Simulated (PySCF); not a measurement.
# Correlation energy of Si (silicon, neutral)

[Ne] 3s2 3p1 4s1, high-spin 3P determinant (an excited configuration). Calculation: PySCF 2.14, in aug-cc-pwCVTZ; no relativity, point nucleus. Frozen: 1s2; 12 electrons correlated.

| level | correlation energy (mhartree) |
| --- | --- |
| CCSD | -324.90 |
| (T) | -5.12 |
| CCSD(T) | -330.02 |

Diagnostics: T1 = 0.013, D1 = 0.0583, largest double amplitude 0.089.

The outer electron is Rydberg-like, and this basis confines it to a smaller radius and binds it less than a complete one would.

Cost of the coupled-cluster step: of the order of 26 core-seconds, for 12 correlated electrons.

Iterations:

```
CC2 = 0
CCSD nocc = (np.int64(7), np.int64(5)), nmo = (74, 74)
frozen orbitals [[0], [0]]
max_cycle = 100
direct = 0
conv_tol = 1e-08
conv_tol_normt = 1e-06
diis_space = 8
diis_start_cycle = 0
Init t2, MP2 energy = -0.307516105649406
Init E_corr(UCCSD) = -0.307516105649475
cycle = 1  E_corr(UCCSD) = -0.318442691974361  dE = -0.0109265863  norm(t1,t2) = 0.0567833
cycle = 2  E_corr(UCCSD) = -0.322557330083341  dE = -0.00411463811  norm(t1,t2) = 0.0233809
cycle = 3  E_corr(UCCSD) = -0.324816144695117  dE = -0.00225881461  norm(t1,t2) = 0.0119141
cycle = 4  E_corr(UCCSD) = -0.32484986527566  dE = -3.37205805e-05  norm(t1,t2) = 0.0044215
cycle = 5  E_corr(UCCSD) = -0.324867878843806  dE = -1.80135681e-05  norm(t1,t2) = 0.00256371
cycle = 6  E_corr(UCCSD) = -0.324916501288303  dE = -4.86224445e-05  norm(t1,t2) = 0.00120243
cycle = 7  E_corr(UCCSD) = -0.324899069113997  dE = 1.74321743e-05  norm(t1,t2) = 0.000375888
cycle = 8  E_corr(UCCSD) = -0.324899214943541  dE = -1.45829544e-07  norm(t1,t2) = 0.000176518
cycle = 9  E_corr(UCCSD) = -0.324902861413061  dE = -3.64646952e-06  norm(t1,t2) = 0.000108434
cycle = 10  E_corr(UCCSD) = -0.324901725713242  dE = 1.13569982e-06  norm(t1,t2) = 5.15457e-05
cycle = 11  E_corr(UCCSD) = -0.324902291171176  dE = -5.65457934e-07  norm(t1,t2) = 2.21343e-05
cycle = 12  E_corr(UCCSD) = -0.324902329517474  dE = -3.83462985e-08  norm(t1,t2) = 6.54374e-06
cycle = 13  E_corr(UCCSD) = -0.324902271950136  dE = 5.75673382e-08  norm(t1,t2) = 1.90531e-06
cycle = 14  E_corr(UCCSD) = -0.324902224658912  dE = 4.72912243e-08  norm(t1,t2) = 5.03371e-07
cycle = 15  E_corr(UCCSD) = -0.324902223576662  dE = 1.08225001e-09  norm(t1,t2) = 2.31597e-07
UCCSD converged
E(UCCSD) = -289.0028432321416  E_corr = -0.3249022235766618
UCCSD(T) correction = -0.00512414524027622
```
